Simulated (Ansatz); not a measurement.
Reaction (isomerisation): `CC1[SiH2]C1=S` → `C[SiH]1C=CS1`

Gas-phase electronic energies from Ansatz, PBE0-D4/def2-TZVP geometries. CCSD(T)/CBS is the MP2 limit (def2-TZVPP, def2-QZVPP) plus CCSD(T) − MP2 in def2-TZVPP, frozen cores.

`CC1[SiH2]C1=S`:

```xyz
11

C    -0.310   -1.452   -0.392
C     0.412   -0.181   -0.046
Si    0.126    1.331    1.080
C     0.144    1.086   -0.744
S    -0.519    1.480   -2.152
H    -1.383   -1.268   -0.479
H    -0.147   -2.218    0.369
H     0.033   -1.841   -1.354
H     1.490   -0.305    0.129
H    -1.166    1.659    1.721
H     1.320    1.711    1.867
```

`C[SiH]1C=CS1`:

Z-matrix (Å, degrees):
```
Si
C 1 1.844
C 1 2.367 2 34.4
C 1 1.858 2 119.6 3 -114.2
S 1 2.179 2 80.3 3 -0.6
H 1 1.487 2 116.1 3 109.4
H 2 1.082 1 140.0 3 -178.5
H 3 1.088 2 128.5 1 -178.9
H 4 1.093 1 110.6 2 164.1
H 4 1.094 1 110.2 2 -76.5
H 4 1.091 1 110.5 2 43.7
```

```json
{"species": "`CC1[SiH2]C1=S`", "HF/CBS(def2) energy (Eh)": "-803.56442"}
{"species": "`C[SiH]1C=CS1`", "HF/CBS(def2) energy (Eh)": "-803.65549"}
```

(1) Work out ΔE.

Largest T1 diagnostic among the species: 0.016.

Answers

(1) ΔE = (-803.65549) − (-803.56442) = -0.09107 Eh = -2.48 eV. CCSD(T)/CBS gives -2.29 eV.

From BLYP to BHLYP (50 % exact exchange), in def2-TZVPP and without D4, ΔE moves by −0.32 eV. Leaving LDA and LC-ωPBE aside and taking each functional with its dispersion term where it has one, the values, not all of them listed here, spread over 0.32 eV, from PBE-QIDH to BLYP-D4.
